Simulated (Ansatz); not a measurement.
Ideal-gas functions of CH$_{5}$AsS (`CS[AsH2]`) at 400 K and 1 bar, from an Ansatz frequency run at PBE0-D4/def2-TZVP.

Molar mass 124.04 g/mol, point group Cs (symmetry number 1), electronic degeneracy 1, moments of inertia 35.367, 183.662, 210.984 u Å². Harmonic wavenumbers (cm⁻¹, unscaled): 54, 142, 197, 403, 707, 713, 742, 972, 979, 1015, 1348, 1461, 1473, 2200, 2206, 3060, 3152, 3155.

Use S(trans) = R[1.5 ln M + 2.5 ln T − 1.1517]; rotational temperatures θ = 24.2544 K / I; S(rot) = R[ln(√π/σ · √(T³/θAθBθC)) + 1.5]; for each mode x = 1.438777 ν̃/T, S = R[x/(eˣ − 1) − ln(1 − e⁻ˣ)] and H = RT x/(eˣ − 1); 1 cm⁻¹ = 0.0119627 kJ/mol; R = 8.31446 J/(mol·K).

Q: By hand: the entropy, in J/(mol·K).

A: Translation 175.1. Rotation: θ = 0.6858, 0.1321, 0.115 K, giving 110.9. Vibration, mode by mode: 21.95, 13.99, 11.35, 5.92, 2.49, 2.44, 2.25, 1.16, 1.14, 1.03, 0.38, 0.27, 0.26, 0.03, 0.03, 0.00, 0.00, 0.00, in all 64.7. Electronic 0.0. Sum 350.7 J/(mol·K).

Q: By hand: H − E and G − E in kJ/mol, counted from the electronic energy.

A: Zero-point energy ½ × 23979 × 0.0119627 = 143.4; thermal vibration 12.8; translation, rotation and pV give 4 RT = 13.3. H − E = 169.5 kJ/mol, and G − E = 169.5 − 400 × 350.7/1000 = 29.2 kJ/mol.

Vibration gives 18 % of the entropy, 35.9 J/(mol·K) of it from the modes under 150 cm⁻¹: soft modes count most, and the harmonic formula is weakest for them.
